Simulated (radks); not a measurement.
Valence configurations of the palladium ion Pd3+ (all share [Kr]). All-electron calculation, scalar-relativistic Kohn-Sham, PBE, spin-polarised, spherical densities, finite nucleus; open shells are filled with parallel spins first (spin-orbit coupling, left out, can overturn this in heavy ions); Fermi nuclear charge, rms radius 4.5318 fm. Program: a radial shooting solver on a logarithmic mesh with Libxc functionals. Energies are relative to 4d7; eigenvalues in eV for spin up.

| valence | E (eV) | moment (Bohr magnetons) | e(4d) | e(5p) | e(5s) |
|---|---|---|---|---|---|
| 4d7 | 0.000 | 3 | -42.690 | - | - |
| 4d6.5 5s0.5 | 4.699 | 4 | -45.031 | - | -32.310 |
| 4d6.5 5p0.5 | 8.563 | 4 | -45.578 | -24.902 | - |
| 4d6 5s1 | 9.637 | 5 | -47.387 | - | -33.489 |
| 4d6 5p1 | 17.623 | 5 | -48.461 | -26.140 | - |
| 4d5.5 5s1 5p0.5 | 18.932 | 6 | -50.286 | -26.730 | -34.957 |
| 4d5 5s1 5p1 | 28.736 | 7 | -53.176 | -27.884 | -36.368 |
| 4d5 5p2 | 37.238 | 7 | -54.200 | -28.466 | - |
| 4d4.5 5s1 5p1.5 | 41.764 | 7 | -55.800 | -28.974 | -37.680 |
| 4d4.5 5s0.5 5p2 | 46.121 | 7 | -56.301 | -29.255 | -37.977 |

NIST lists [Kr] 4d7 as the ground configuration; this level of theory agrees among the configurations tried. The energies are those of spherical high-spin densities, not of single terms.
